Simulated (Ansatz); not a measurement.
Ansatz (a quantum-chemistry and plane-wave program) input (B3LYP/LANL2DZ): The .json file is the Basis Set Exchange's LANL2DZ.

Ansatz 0.2 input:
```yaml
crystal:
  periodic: [false, false, false]
  atoms:
    - {symbol: Si, position_ang: [1.19539252, -0.12168310, 0.01645495]}
    - {symbol: Si, position_ang: [-1.16229105, 0.12120571, -0.02749547]}
    - {symbol: H, position_ang: [2.12967456, 0.96629337, 0.36680398]}
    - {symbol: H, position_ang: [1.89726773, -1.39723520, -0.22779539]}
    - {symbol: H, position_ang: [-1.45318068, -0.20595896, 1.38667991]}
    - {symbol: H, position_ang: [-1.39983874, 1.52947855, -0.38173963]}
    - {symbol: H, position_ang: [-1.63734345, -0.88589432, -0.98938161]}
basis:
  gaussian:
    orbitals: LANL2DZ.json
hamiltonian:
  xc: {name: B3LYP}
total_charge: 1
relax: {f_tol: 0.003, max_steps: 120}
```

From the last part of the output:

```
mean field -283.40033144 eV, -10.4147700849 hartree, gradient 5.6e-6 eV, S^2 0.000000; 0 other end points of the search recorded, 0 dependent functions left out
the calculation of the forces begins
reference -283.40056108 eV, -10.4147785240 hartree; 6, 6 occupied and 20, 20 virtual orbitals, 355 factors
relax step   1: F+E_penalty+E_count = -283.40033144 eV  Δ(F+E_penalty+E_count) = +0.000e0 eV  max|allowed force component| = 8.865e-2 eV/Å  Δτ_max = 0.0000 Å  (22 SCF iters, accepted)
these checks for a lower state are left out or cut short: starts, cluster_reference, orbital_swaps, neighbouring_geometries, increment
integrals: 0.01 GiB planned
355 factors; integrals over basis functions are off by at most 2.8e-4 eV
mean field: 0.06 GiB planned
mean field evaluation 16: about -283.4598 eV, gradient 2.1e-3 eV
mean field -283.40229312 eV, -10.4148421753 hartree, gradient 1.9e-5 eV, S^2 0.000000; 0 other end points of the search recorded, 0 dependent functions left out
the calculation of the forces begins
reference -283.40252321 eV, -10.4148506308 hartree; 6, 6 occupied and 20, 20 virtual orbitals, 355 factors
relax step   2: F+E_penalty+E_count = -283.40229312 eV  Δ(F+E_penalty+E_count) = -1.962e-3 eV  max|allowed force component| = 7.965e-2 eV/Å  Δτ_max = 0.0483 Å  (24 SCF iters, accepted)
these checks for a lower state are left out or cut short: starts, cluster_reference, orbital_swaps, neighbouring_geometries, increment
integrals: 0.01 GiB planned
355 factors; integrals over basis functions are off by at most 2.8e-4 eV
mean field: 0.06 GiB planned
mean field -283.40318033 eV, -10.4148747794 hartree, gradient 6.4e-6 eV, S^2 0.000000; 0 other end points of the search recorded, 0 dependent functions left out
the calculation of the forces begins
reference -283.40341029 eV, -10.4148832304 hartree; 6, 6 occupied and 20, 20 virtual orbitals, 355 factors
relax step   3: F+E_penalty+E_count = -283.40318033 eV  Δ(F+E_penalty+E_count) = -8.872e-4 eV  max|allowed force component| = 2.358e-2 eV/Å  Δτ_max = 0.0096 Å  (19 SCF iters, accepted)
these checks for a lower state are left out or cut short: starts, cluster_reference, orbital_swaps, neighbouring_geometries, increment
integrals: 0.01 GiB planned
355 factors; integrals over basis functions are off by at most 2.8e-4 eV
mean field: 0.06 GiB planned
mean field evaluation 32: about -283.4033 eV, gradient 9.0e-5 eV
mean field -283.40332141 eV, -10.4148799641 hartree, gradient 7.1e-6 eV, S^2 0.000000; 0 other end points of the search recorded, 0 dependent functions left out
the calculation of the forces begins
reference -283.40355145 eV, -10.4148884180 hartree; 6, 6 occupied and 20, 20 virtual orbitals, 355 factors
relax step   4: F+E_penalty+E_count = -283.40332141 eV  Δ(F+E_penalty+E_count) = -1.411e-4 eV  max|allowed force component| = 1.559e-2 eV/Å  Δτ_max = 0.0042 Å  (19 SCF iters, accepted)
these checks for a lower state are left out or cut short: starts, cluster_reference, orbital_swaps, neighbouring_geometries, increment
integrals: 0.01 GiB planned
355 factors; integrals over basis functions are off by at most 2.8e-4 eV
mean field: 0.06 GiB planned
mean field -283.40339569 eV, -10.4148826940 hartree, gradient 1.3e-5 eV, S^2 0.000000; 0 other end points of the search recorded, 0 dependent functions left out
the calculation of the forces begins
reference -283.40362590 eV, -10.4148911538 hartree; 6, 6 occupied and 20, 20 virtual orbitals, 355 factors
relax step   5: F+E_penalty+E_count = -283.40339569 eV  Δ(F+E_penalty+E_count) = -7.428e-5 eV  max|allowed force component| = 2.029e-2 eV/Å  Δτ_max = 0.0079 Å  (19 SCF iters, accepted)
these checks for a lower state are left out or cut short: starts, cluster_reference, orbital_swaps, neighbouring_geometries, increment
integrals: 0.01 GiB planned
355 factors; integrals over basis functions are off by at most 2.8e-4 eV
mean field: 0.06 GiB planned
mean field -283.40341176 eV, -10.4148832844 hartree, gradient 6.6e-5 eV, S^2 0.000000; 0 other end points of the search recorded, 0 dependent functions left out
the calculation of the forces begins
reference -283.40364198 eV, -10.4148917449 hartree; 6, 6 occupied and 20, 20 virtual orbitals, 355 factors
relax step   6: F+E_penalty+E_count = -283.40341176 eV  Δ(F+E_penalty+E_count) = -1.607e-5 eV  max|allowed force component| = 7.402e-3 eV/Å  Δτ_max = 0.0027 Å  (16 SCF iters, accepted)
these checks for a lower state are left out or cut short: starts, cluster_reference, orbital_swaps, neighbouring_geometries, increment
integrals: 0.01 GiB planned
355 factors; integrals over basis functions are off by at most 2.8e-4 eV
mean field: 0.06 GiB planned
mean field -283.40341609 eV, -10.4148834435 hartree, gradient 2.0e-5 eV, S^2 0.000000; 0 other end points of the search recorded, 0 dependent functions left out
the calculation of the forces begins
reference -283.40364632 eV, -10.4148919042 hartree; 6, 6 occupied and 20, 20 virtual orbitals, 355 factors
relax step   7: F+E_penalty+E_count = -283.40341609 eV  Δ(F+E_penalty+E_count) = -4.329e-6 eV  max|allowed force component| = 8.719e-4 eV/Å  Δτ_max = 0.0007 Å  (15 SCF iters, accepted)
integrals: 0.01 GiB planned
355 factors; integrals over basis functions are off by at most 2.8e-4 eV
mean field: 0.06 GiB planned
mean field evaluation 64: about -283.4034 eV, gradient 2.1e-3 eV
mean field -283.40341609 eV, -10.4148834435 hartree, gradient 2.0e-5 eV, S^2 0.000000; 1 other end points of the search recorded, 0 dependent functions left out
the calculation of the forces begins
reference -283.40364632 eV, -10.4148919042 hartree; 6, 6 occupied and 20, 20 virtual orbitals, 355 factors
Total energy: -283.40364632 eV, -10.4148919042 hartree
Atom 0 at     1.206910    -0.124110     0.021601 Å, force    -0.000275    -0.000163     0.000754 eV/Å
Atom 1 at    -1.156233     0.117501    -0.015137 Å, force     0.000531     0.000167    -0.000872 eV/Å
Atom 2 at     2.141133     0.974154     0.353790 Å, force     0.000045     0.000000    -0.000262 eV/Å
Atom 3 at     1.907679    -1.400024    -0.243489 Å, force     0.000056     0.000115    -0.000233 eV/Å
Atom 4 at    -1.506659    -0.201128     1.388378 Å, force    -0.000119    -0.000029     0.000162 eV/Å
Atom 5 at    -1.393048     1.525292    -0.377566 Å, force    -0.000114     0.000004     0.000238 eV/Å
Atom 6 at    -1.630100    -0.885479    -0.984050 Å, force    -0.000124    -0.000094     0.000213 eV/Å
Dipole moment:     0.484368    -0.051075     0.013701 e Å
```

The dipole moment of an ion depends on the origin.
